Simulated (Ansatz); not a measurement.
Sn(Cl)2(OH)2 (Cl₂H₂O₂Sn), SMILES [OH][Sn]([OH])([Cl])[Cl]. Atoms are numbered in the order given.

```xyz
7

O     -0.4710    -1.8936    -0.8508
Sn     0.1272    -0.2172    -0.0121
O      1.9288    -0.5986     0.7012
Cl     0.1848     1.5147    -1.5880
Cl    -1.3515     0.4149     1.6903
H      0.2226    -2.5677    -0.7714
H      2.3289     0.1710     1.1330
```

Coordinates come from a B3LYP-D3(BJ)/def2-SVP optimisation. The structure was generated by enumeration; whether it is a known compound was not checked. The def2 effective core potentials stand for the cores of Sn; spin–orbit coupling is left out. One conformer was computed; it need not be the lowest.

Two levels are set side by side: PBE-D3(BJ)/def2-SVP (Ansatz, a quantum-chemistry and plane-wave program) and B3LYP-D3(BJ)/def2-SVP (Ansatz). Each level has its own optimised geometry; the coordinates shown are those of the second. Differences are taken from unrounded values.

```tsv
quantity	B3LYP-D3(BJ)
mean bond length (Å)	1.761
bond O1–Sn2 (Å)	1.968
bond Sn2–O3 (Å)	1.975
bond Sn2–Cl4 (Å)	2.342
bond Sn2–Cl5 (Å)	2.342
bond O1–H6 (Å)	0.970
bond O3–H7 (Å)	0.969
```

Task: What does PBE-D3(BJ) give, and how far is it from B3LYP-D3(BJ)? (Estimate from the structure and the level; the computed values follow.)

Result: 
```
quantity              PBE-D3(BJ)  PBE-D3(BJ) minus B3LYP-D3(BJ)
--------------------  ----------  -----------------------------
mean bond length (Å)       1.773                          0.012
bond O1–Sn2 (Å)            1.985                          0.017
bond Sn2–O3 (Å)            1.993                          0.019
bond Sn2–Cl4 (Å)           2.359                          0.017
bond Sn2–Cl5 (Å)           2.344                          0.002
bond O1–H6 (Å)             0.979                          0.009
bond O3–H7 (Å)             0.979                          0.010
```

GGA bonds tend to be longer and softer than those of functionals with exact exchange. Differences between two approximate levels are no errors against the true value.
